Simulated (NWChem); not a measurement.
# BHF, doublet; SMILES F[BH]

Computed with NWChem. Spin-unrestricted. In the optimisation the excess spin sits in a' (Cs, its own frame). Structure relaxed at the PBE0-D3(BJ)/def2-TZVP, spin-unrestricted level. No stability test was run on the SCF state. Principal shifts from the free-electron g value, in parts per thousand; spin-orbit coupling by linear response on scalar ZORA.

Question: What does the run give for PBE/x2c-SVPall, ZORA? Quantities: Δg1 (ppt); Δg2 (ppt); Δg3 (ppt); isotropic Δg (ppt).

Answer: 
```yaml
"Δg1 (ppt)": -5.32
"Δg2 (ppt)": -0.28
"Δg3 (ppt)": 1.66
isotropic Δg (ppt): -1.32
```
